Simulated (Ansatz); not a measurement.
Geometry optimisation, RKS B3LYP/STO-3G in Ansatz 0.2.0.

The input (input.yaml):

```yaml
crystal:
  periodic: [false, false, false]
  atoms:
    - { symbol: Si, position_ang: [0.0, 0.0, 0.0] }
    - { symbol: H, position_ang: [0.0, 0.0, 1.46] }
    - { symbol: O, position_ang: [1.5842, 0.0, -0.5594] }
    - { symbol: C, position_ang: [2.3503, -1.1632, -0.836] }
    - { symbol: H, position_ang: [1.7187, -1.9052, -1.3675] }
    - { symbol: H, position_ang: [3.2179, -0.8926, -1.4733] }
    - { symbol: H, position_ang: [2.7141, -1.6023, 0.1163] }
    - { symbol: O, position_ang: [-0.7913, 1.3709, -0.5594] }
    - { symbol: H, position_ang: [-1.7491, 1.1401, -0.7818] }
    - { symbol: O, position_ang: [-0.7913, -1.3709, -0.5594] }
    - { symbol: H, position_ang: [-1.2459, -1.8365, 0.2129] }
basis:
  gaussian: { orbitals: STO-3G }
hamiltonian:
  xc: b3lyp
relax:
  f_tol: 0.02
  max_steps: 40
output:
  orbitals: {}
```

Command:

```bash
$ ansatz run input.yaml --threads 1 --pin off --max-ram 2048MiB --backend cpu --events-out ev --progress --plain --runs-dir out
```

**Question.** Where does it end, and by what steps?

**Answer.** The run converged. Limits of this set-up: minimal basis. After 13 steps the energy has fallen by 0.459 eV; H9 moved furthest, 0.75 Å.

```csv
step,energy less start (eV),largest force component (eV/Å),accepted
0,0.0000,2.488,yes
1,-0.2236,0.796,yes
2,-0.2903,0.494,yes
3,-0.3272,0.154,yes
4,-0.3351,0.773,yes
5,-0.3736,0.272,yes
6,-0.3990,0.101,yes
7,-0.4232,0.313,yes
8,-0.4303,0.514,yes
9,-0.3340,1.417,no
10,-0.4544,0.199,yes
11,-0.4582,0.100,yes
12,-0.4590,0.051,yes
13,-0.4594,0.020,yes
```

```xyz
11
Properties=species:S:1:pos:R:3
Si -0.042 -0.154 0.047
H 0.249 -0.264 1.467
O 1.338 0.062 -0.946
C 2.260 -1.067 -0.831
H 1.807 -2.040 -1.125
H 3.111 -0.873 -1.515
H 2.680 -1.189 0.195
O -0.971 1.261 -0.114
H -1.116 1.366 -1.120
O -0.817 -1.552 -0.564
H -1.492 -1.809 0.159
```

Run time: 30 s on 1 thread of Arm Neoverse V2, on a shared host, peak memory 0.12 GiB.
